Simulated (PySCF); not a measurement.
A basis-limit estimate, worked out

An elementary step of SiH2OF2, closed shell (SiH₂OF₂ ([OH][SiH]([F])[F]) → SiF₂ + H₂O; bonds formed: O2–H3; bonds broken: Si1–O2, Si1–H3). “Start” is the structure reached by relaxing down from the saddle towards the reactants; PBE0-D4/def2-TZVP structures. The saddle:

```
atom    x (Å)    y (Å)    z (Å)
 Si1  -0.4173   0.4092  -0.5466
  O2   0.9381  -0.3972   0.3542
  H3   0.8031  -0.6198  -0.8932
  F4  -1.6917  -0.1746   0.2281
  F5  -0.3370   1.9266  -0.0706
  H6   0.7049  -1.1442   0.9281
```

PySCF 2.14 with density fitting (its default auxiliary sets; JK sets also for MP2 and CCSD(T)); basis: def2-TZVPP and def2-QZVPP; cores frozen in the correlated methods.

Energies in eV:

| quantity | saddle | start |
| --- | --- | --- |
| Hartree–Fock, triple zeta (X = 3) | -15347.61106 | -15352.16995 |
| Hartree–Fock, quadruple zeta (X = 4) | -15348.25375 | -15352.80614 |
| MP2 correlation, X = 3 | -24.09276 | -23.28244 |
| MP2 correlation, X = 4 | -26.31355 | -25.48665 |
| CCSD(T) correlation, X = 3 | -25.13895 | -24.28316 |

Question: Work out the barrier at the basis limit: extrapolate Hartree–Fock as E(X) = E∞ + A exp(−7.88 √X) and the MP2 correlation as E(X) = E∞ + B X^−2.97 (the exponents that Neese and Valeev fitted for def2-TZVPP and QZVPP), then add CCSD(T) − MP2 in triple zeta.

Answer: Each step is linear, so take the differences first (saddle − start): Hartree–Fock 4.55889 (X = 3) and 4.55239 (X = 4); MP2 correlation -0.81032 and -0.82690; CCSD(T) correlation -0.85579.
Two points give E∞ = E(4) + w [E(4) − E(3)], with w = 1/(exp(7.88 (2 − √3)) − 1) = 0.1377 for Hartree–Fock and w = 1/((4/3)^2.97 − 1) = 0.7407 for the correlation.
Hartree–Fock: 4.55239 + 0.1377 × (-0.00650) = 4.5515 eV.
MP2 correlation: -0.82690 + 0.7407 × (-0.01658) = -0.8392 eV.
CCSD(T) − MP2: -0.85579 − (-0.81032) = -0.0455 eV.
Sum: 4.5515 + (-0.8392) + (-0.0455) = 3.6668 eV, or 84.56 kcal/mol. Plain CCSD(T) in triple zeta gives 3.7031 eV, so the larger basis shifts the result by -0.0363 eV.

No T1 diagnostic of these runs exceeds 0.015. The restricted Hartree–Fock reference is unstable towards an unrestricted one at one or more of these structures.

Losses and insertions of silylenes and their heavier kin drive the gas-phase chemistry of silicon and germanium vapour deposition.

Labels in which every atom is bracketed show which atoms are joined, not bond orders.

For scale, one of the runs: CCSD(T)/def2-TZVPP, 163 basis functions, launched by `OMP_NUM_THREADS=4 python run.py`. Time: 2.7 min of wall clock on 4 CPU threads of an Arm Neoverse V2; the host was shared. Peak host memory: 1.6 GiB.
